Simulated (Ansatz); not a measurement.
The same path of CH$_{6}$B$_{2}$O (10 atoms, charge 0, multiplicity 1) was run twice with different band settings. The coordinate that changes most is the dihedral B2–B3–O4–H10.

Computed with RKS B3LYP-D4/def2-SVP (Ansatz).

Relaxed end points:

```xyz
10
Properties=species:S:1:pos:R:3
C -0.239 1.400 -0.493
B -0.597 -0.106 -0.237
B 0.522 -1.333 0.083
O 1.022 -1.756 1.275
H 0.824 1.633 -0.657
H -0.544 1.916 0.444
H -0.849 1.870 -1.283
H -1.777 -0.397 -0.299
H 0.962 -1.951 -0.874
H 0.678 -1.278 2.041
```

```xyz
10
Properties=species:S:1:pos:R:3
C -0.277 1.459 -0.565
B -0.660 -0.035 -0.288
B 0.419 -1.220 0.253
O 0.703 -1.389 1.572
H 0.795 1.679 -0.679
H -0.604 1.970 0.369
H -0.849 1.939 -1.375
H -1.823 -0.344 -0.470
H 0.966 -1.954 -0.559
H 1.329 -2.105 1.742
```

Common settings: movable images 5; climbing image yes; spring 5.0 eV/Å²; optimiser quadratic models (default); force threshold 0.03 eV/Å; end points relaxed.

| run | start path | iteration limit |
| --- | --- | --- |
| 1 | through a guess of the saddle point | 37 |
| 2 | straight line | 48 |

Q: What does each run give, and how far can it be trusted?

A: Run 1: converged after 18 iterations, highest image 0.606 eV above the first end. A vibrational analysis at the climbing image gives one clearly imaginary mode, 853i cm⁻¹: a first-order saddle point.
Run 2: converged after 16 iterations, highest image 0.606 eV above the first end. Another band between the same ends (5 images) ends at a top of the same energy, where a vibrational analysis finds 1 clearly imaginary mode.
